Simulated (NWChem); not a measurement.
Molecule: C3H4O2Si; SMILES C([SiH2]OC=O)#C

```xyz
10

C      1.0869     2.5360    -0.2273
C      0.2790     1.6506    -0.0344
Si    -0.9704     0.3642     0.2626
O     -0.6509    -1.0410    -0.6645
C      0.4028    -1.8219    -0.3610
O      1.1898    -1.6089     0.5278
H      1.8053     3.3083    -0.3955
H     -1.0622     0.0220     1.6972
H     -2.2786     0.8023    -0.2673
H      0.4487    -2.6885    -1.0374
```
Atoms are numbered in this order, from 1.

Structure relaxed at the B3LYP/6-31G* (spherical d) level.

### Question
Give the principal values of the shielding tensors (ppm) of C1, C2, Si3, O4, C5 from KT2/pcSseg-1, GIAO (NWChem), with their diamagnetic and paramagnetic parts as GIAO splits them.

### Answer
```csv
atom,σ11,σ22,σ33,isotropic,diamagnetic,paramagnetic
C1,9.1,12.0,238.4,86.5,259.1,-172.6
C2,14.7,25.3,285.3,108.5,255.8,-147.3
Si3,380.0,399.1,458.7,412.6,884.5,-471.9
O4,-34.7,175.3,185.0,108.6,397.4,-288.9
C5,-67.4,72.1,75.0,26.6,253.0,-226.4
```
